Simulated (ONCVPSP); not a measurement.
An odd input for ONCVPSP 4.0.1 (Au)

Command:

```bash
oncvpspr.x < Au.dat > Au.out
```

Input:

```
# ATOM AND REFERENCE CONFIGURATION
# atsym  z   nc   nv     iexc    psfile
  Au 79.00   11    4  -106131      upf
#
#   n    l    f
    1    0    2.00
    2    0    2.00
    2    1    6.00
    3    0    2.00
    3    1    6.00
    3    2   10.00
    4    0    2.00
    4    1    6.00
    4    2   10.00
    4    3   14.00
    5    0    2.00
    5    1    6.00
    5    2   10.00
    6    0    0.75
    6    1    0.25
#
# PSEUDOPOTENTIAL AND OPTIMIZATION
# lmax
    2
#
#   l,   rc,      ep,       ncon, nbas, qcut
    0    2.25    0.00    4    7    2.60
    1    1.70    0.00    5   10    8.30
    2    2.35    0.00    4   11    8.00
#
# LOCAL POTENTIAL
# lloc, lpopt,  rc(5),   dvloc0
    4    1    1.40    6.00
#
# VANDERBILT-KLEINMAN-BYLANDER PROJECTORs
# l, nproj, debl
    0    2    3.40
    1    3    2.60
    2    2    1.80
#
# MODEL CORE CHARGE
# icmod, fcfact, rcfact
    3    4.25    1.55
#
# LOG DERIVATIVE ANALYSIS
# epsh1, epsh2, depsh
   -4.00    5.00    0.02
#
# OUTPUT GRID
# rlmax, drl
    6.00    0.01
#
# TEST CONFIGURATIONS
# ncnf
    4
# nvcnf
#   n    l    f
    4
    5    1    6.00
    5    2   10.00
    6    0    1.00
    6    1    0.00
#
    4
    5    1    6.00
    5    2   10.00
    6    0    0.00
    6    1    0.00
#
    4
    5    1    6.00
    5    2    9.00
    6    0    0.00
    6    1    0.00
#
    4
    5    1    6.00
    5    2   10.00
    6    0    0.00
    6    1    1.00
#
```

This is an input that runs to its end, with one change: nbas of l = 2 set to 11. The unchanged file is no sound one. Note: no bound ghost flagged; GHOST(+) flagged for s at 74.8 eV.

How does the run end?

The program refuses the input: "test_data: must have ncon+3 <= nbas <= ncon+5, l= 2".

```
ONCVPSP  (Optimized Norm-Conservinng Vanderbilt PSeudopotential)
relativistic version 4.0.1

test_data: must have ncon+3 <= nbas <= ncon+5, l=   2
 for nproj=2
ERROR: test_data found   1 ERROR; stopping
```
